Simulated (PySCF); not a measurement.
Computed vibrations of [Y(OH)4]−

[Y(OH)4]− (singlet). PySCF 2.14.0, RKS PBE0, Y def2-SVP with ECP28, O def2-SVP, H def2-SVP; non-relativistic Hamiltonian with scalar-relativistic core potentials where named; density fitting; no spin-orbit coupling. Central differences of gradients.

```xyz
9

Y     0.0000    0.0000    0.0001
O     1.1623    1.3361    1.1705
H     2.1103    1.4796    1.1887
O    -1.1623   -1.3361    1.1705
H    -2.1103   -1.4796    1.1887
O     1.3358   -1.1626   -1.1706
H     1.4763   -2.1112   -1.1897
O    -1.3358    1.1626   -1.1706
H    -1.4763    2.1112   -1.1897
```

Run from Python with OMP_NUM_THREADS=2. Where DIIS fails, smearing, a level shift and second-order steps follow.
It took 92 s on 2 threads of Arm Neoverse V1 (shared host).

**Question.** What are the harmonic wavenumbers and infrared intensities?

**Answer.** Negative numbers are unstable modes, those under 60 cm⁻¹ near the noise; a finer grid moves soft modes by up to 10 cm⁻¹.
```
cm⁻¹  km/mol  symmetry
  67    92.3          
  80    15.6          
  83    13.0          
 105     0.1          
 138     5.8          
 164     0.0          
 198    94.8          
 199    91.1          
 239   332.0          
 281     1.6          
 291   156.8          
 296   162.2          
 301    71.7          
 521   114.1          
 532     0.0          
 534   182.3          
 534   183.3          
3952    24.3          
3953     1.6          
3955    24.4          
3955     1.1
```

**Question.** Is this a minimum?

**Answer.** Yes. Ideal gas at 298.15 K and 1 bar: S = 427.7 J/(mol K), Cp = 152.9 J/(mol K), H − H(0 K) = 32.2 kJ/mol (rigid rotor, harmonic modes, spin degeneracy alone).
